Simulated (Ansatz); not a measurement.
`Cl[SiH](Br)Br` → `Cl[Si]Br` + HBr at 500 K and 1 bar (silylene formation by 1,1-elimination).

Isolated molecules relaxed with PBE0-D4/def2-TZVP in Ansatz; ΔE leaves out vibrations. CCSD(T)/CBS adds triple-zeta CCSD(T) − MP2 to the extrapolated MP2 energy (def2 sets, frozen cores). For Br outer-core shells are correlated without core-valence functions, which leaves a few kJ/mol of doubt a bond. Scalar relativity is left out up to krypton.

| species | CCSD(T)/CBS energy (Eh) | H − E (kJ/mol) | S (J/(mol·K)) |
| --- | --- | --- | --- |
| `Cl[SiH](Br)Br` | -5896.24068 | 69.1 | 391.3 |
| `Cl[Si]Br` | -3322.23177 | 30.4 | 327.5 |
| HBr | -2573.91920 | 30.5 | 213.7 |

H − E and S are ideal-gas, rigid-rotor, harmonic terms from PBE0-D4/def2-TZVP. 1 Eh = 2625.50 kJ/mol, R = 8.31446 J/(mol·K).

Q: By hand: ΔE, ΔH, ΔS and ΔG.

A: ΔE = (-3322.23177) + (-2573.91920) − (-5896.24068) = 0.08971 Eh = 235.5 kJ/mol. Δ(H − E) = 30.4 + 30.5 − 69.1 = -8.2, so ΔH = 227.3 kJ/mol. ΔS = 327.5 + 213.7 − 391.3 = 149.9 J/(mol·K). ΔG = 227.3 − 500 × (149.9)/1000 = 152.4 kJ/mol.

Q: By hand: the equilibrium constant, and the temperature at which ΔG would vanish if ΔH and ΔS stayed fixed.

A: log₁₀ K = −ΔG/(RT ln 10) = -15.9. ΔG = 0 at ΔH/ΔS = 1516 K.

The number of gas molecules changes by +1, which sets the sign of ΔS. A doubt of 5 kJ/mol in ΔE shifts log₁₀ K by 0.5 here. These are equilibria of isolated gas molecules and say nothing of rates. Largest T1 diagnostic: 0.011 (customary marks: 0.02 for closed shells, 0.045 for open ones).
